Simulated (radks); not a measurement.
The numbers below are computed, except where a source is named.
The nuclear charge of the zinc ion Zn2+ is varied continuously with 28 electrons held in [Ar] 3d10. Level of theory: Dirac Kohn-Sham, PBE, spin-unpolarised, spherical densities, point nucleus (a radial shooting solver on a logarithmic mesh with Libxc functionals). By the Hellmann-Feynman theorem dE/dZ = E(electron-nucleus)/Z, the electronic potential at the nucleus.

| Z | E (hartree) | E(electron-nucleus)/Z (hartree) | HOMO | e(HOMO) (eV) | <r> HOMO (bohr) |
|---|---|---|---|---|---|
| 29 | -1654.60222 | -137.230 | 3d5/2 | -13.550 | 1.019 |
| 29.1 | -1668.35738 | -137.873 | 3d5/2 | -15.044 | 1.002 |
| 29.2 | -1682.17687 | -138.516 | 3d5/2 | -16.590 | 0.9865 |
| 29.3 | -1696.06063 | -139.159 | 3d5/2 | -18.187 | 0.9715 |
| 29.4 | -1710.00862 | -139.801 | 3d5/2 | -19.834 | 0.9572 |
| 29.5 | -1724.02078 | -140.442 | 3d5/2 | -21.530 | 0.9435 |
| 29.6 | -1738.09708 | -141.084 | 3d5/2 | -23.273 | 0.9304 |
| 29.7 | -1752.23749 | -141.724 | 3d5/2 | -25.064 | 0.9179 |
| 29.8 | -1766.44196 | -142.365 | 3d5/2 | -26.900 | 0.9058 |
| 29.9 | -1780.71046 | -143.005 | 3d5/2 | -28.782 | 0.8942 |
| 30 | -1795.04297 | -143.645 | 3d5/2 | -30.709 | 0.8830 |
| 30.1 | -1809.43947 | -144.285 | 3d5/2 | -32.679 | 0.8722 |
| 30.2 | -1823.89992 | -144.924 | 3d5/2 | -34.692 | 0.8618 |
| 30.3 | -1838.42430 | -145.563 | 3d5/2 | -36.748 | 0.8517 |
| 30.4 | -1853.01261 | -146.203 | 3d5/2 | -38.846 | 0.8420 |
| 30.5 | -1867.66482 | -146.842 | 3d5/2 | -40.986 | 0.8326 |
| 30.6 | -1882.38091 | -147.480 | 3d5/2 | -43.167 | 0.8234 |
| 30.7 | -1897.16088 | -148.119 | 3d5/2 | -45.388 | 0.8146 |
| 30.8 | -1912.00471 | -148.758 | 3d5/2 | -47.649 | 0.8060 |
| 30.9 | -1926.91240 | -149.396 | 3d5/2 | -49.950 | 0.7976 |
| 31 | -1941.88393 | -150.035 | 3d5/2 | -52.291 | 0.7895 |

The central difference of E at Z = 30 is -143.645 hartree, to compare with the third column; the second derivative is -6.4 hartree.
